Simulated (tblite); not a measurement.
Compound: C2H4O2Si.
Atom-mapped SMILES: `[OH:1][Si@@H:2]1[CH:3]=[CH:4][O:5]1` (hydrogens: H6 on O1; H7 on Si2; H8 on C3; H9 on C4)

The geometry is computed with GFN2-xTB (gas phase).

**Question.** List the bond lengths, angles and torsions at this level.

**Answer.** 
```
  bond  length (Å)
O1–Si2       1.614
Si2–C3       1.891
 C3=C4       1.333
 C4–O5       1.381
Si2–O5       1.710
 O1–H6       0.955
Si2–H7       1.442
 C3–H8       1.071
 C4–H9       1.076
```

A selection of angles:
```
    angle  degrees
Si2–O1–H6    121.4
O1–Si2–C3    125.0
O1–Si2–O5    113.8
O1–Si2–H7    105.7
C3–Si2–O5     74.7
C3–Si2–H7    121.0
O5–Si2–H7    112.7
Si2–C3–C4     85.8
Si2–C3–H8    144.6
 C4–C3–H8    129.2
 C3–C4–O5    107.6
 C3–C4–H9    135.1
 O5–C4–H9    117.3
Si2–O5–C4     91.8
```

Dihedral angles: O1–Si2–C3–C4 -111° (anticlinal); Si2–C3–C4–O5 3° (synperiplanar); C3–C4–O5–Si2 -4° (synperiplanar); O1–Si2–O5–C4 125° (anticlinal); H6–O1–Si2–C3 50° (synclinal).

The 2 O–Si bonds span 1.614 Å (O1–Si2, drawn single) to 1.710 Å (Si2–O5, drawn single), a spread of 0.096 Å. Si2 (oxygen-bound silicon) has angles from 74.7° to 125.0°. The 4-membered ring Si2–C3–C4–O5 has internal angles of 74.7° to 107.6°; it is almost planar, 0.02 Å rms from its mean plane, widest ring torsion 4°.

Point group: C1 (no symmetry element, even within 0.4 Å). Its GFN2-xTB frequencies are all real (lowest 164 cm⁻¹). The numbers are those of one conformer (H–O1–Si2–C3 50°). 2 starts were optimised and ended at 0.00 and 1.71 kcal/mol (GFN2-xTB); the lowest of these is shown.
